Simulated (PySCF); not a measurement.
```xyz
4
charge -1 multiplicity 2, angstrom
Cr    0.0000    0.0000    0.0000
O     1.6282    0.0018    0.0000
O    -0.8157    1.4091    0.0000
O    -0.8125   -1.4110    0.0000
```

Method: PySCF, UPBE, basis Cr def2-SVPD, O def2-SVPD (no relativity, density fitting).

This geometry of [CrO3]- is a stationary point at this level.

**Question.** What is the point group?

**Answer.** D3h.

**Question.** Is it a minimum?

**Answer.** Yes: all harmonic wavenumbers are real, though the softest, 40 cm⁻¹, leaves little margin.

**Question.** List the harmonic modes with their infrared intensities.

**Answer.** 
| symmetry | ω (cm⁻¹) | IR (km/mol, summed over degenerate members) |
| --- | --- | --- |
| a2'' | 40 | 30.4 |
| e' | 328 | 0.2 |
| a1' | 880 | 0.0 |
| e' | 975 | 630 |

**Question.** Give the atomic charges and bond orders.

**Answer.** 
| atom | Mulliken | Löwdin | polar tensor | spin (Mulliken) | Mayer order to Cr1 |
| --- | --- | --- | --- | --- | --- |
| Cr1 | 1.34 | 0.86 | 1.38 | 1.28 | – |
| O2,3,4 | -0.78 | -0.62 | -0.79 | -0.09 | 1.31 |

In D3h the vibrations span a2'' + 2e' + a1'. The a1' mode carries no infrared intensity, as symmetry demands.

Only a few start shapes were tried, so a lower isomer may exist. Open d and f shells are described by one determinant, and the ground state may have another occupation or spin. The lowest empty level of this anion is unbound, so it and the gap depend on the basis.
